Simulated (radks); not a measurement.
The numbers below are computed, except where a source is named.
Ionisation of the praseodymium ion Pr3+, [Xe] 4f2, to Pr4+, [Xe] 4f1, under several functionals. Scalar-relativistic Kohn-Sham, spin-polarised, spherical densities, point nucleus; open shells are filled with parallel spins first (spin-orbit coupling, left out, can overturn this in heavy ions); a radial shooting solver on a logarithmic mesh with Libxc functionals.

\begin{tabular}{lrrrrrr}
functional & E(Pr3+) (hartree) & Exc (hartree) & IE (eV) & -e(HOMO) (eV) & <r> HOMO (bohr) & IE error (eV) \\ \hline
RPBE & -9236.3519 & -215.2447 & 39.465 & 30.359 & 1.007 & +0.484 \\
Wu-Cohen GGA & -9235.0834 & -213.9671 & 39.584 & 30.463 & 1.006 & +0.603 \\
exchange-only B88 & -9233.7837 & -212.6406 & 38.182 & 29.128 & 1.011 & -0.799 \\
LDA (Slater exchange, VWN5 correlation) & -9229.2343 & -208.0897 & 39.864 & 30.728 & 1.005 & +0.883 \\
HCTH/407 & -9241.5084 & -220.6461 & 40.719 & 31.508 & 0.9911 & +1.738 \\
\end{tabular}

NIST Atomic Spectra Database: 38.98 eV (semi-empirical). Closest: RPBE. The Delta-SCF values span 2.54 eV, the total energies 12.27 hartree. The highest occupied level is 4f. Open shells are spherical and high-spin; term and fine-structure splittings are not resolved. Spin-orbit splitting is averaged out at the scalar-relativistic level.
